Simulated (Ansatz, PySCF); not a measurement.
Caution: the highest occupied level lies above zero, so the state may not be bound. This triplet is an excited state, 1.72 eV above the relaxed singlet at the level frozen-core CCSD(T)/aug-cc-pVDZ // B3LYP-D3(BJ)/def2-TZVPD (Ansatz, a program for electronic structure).

B3LYP has the VWN-RPA correlation part, as in Gaussian. 

Cartesian coordinates (Å):
SMILES: N[B-]Cl
```xyz
5

N     -0.7022    -0.0263     0.1974
B      0.6569    -0.1905     0.6718
Cl     2.2234     0.0316    -0.4187
H     -1.1160    -0.7133    -0.4276
H     -1.0621     0.8985    -0.0229
```
Charge -1, spin multiplicity 3.

Question: What is the computed total energy and highest occupied spin orbital (B3LYP-D3(BJ)/def2-TZVPD (PySCF))?

Answer: 
| Item | Result |
|---|---|
| total energy | -541.0533 Ha |
| highest occupied spin orbital | 2.09 eV |
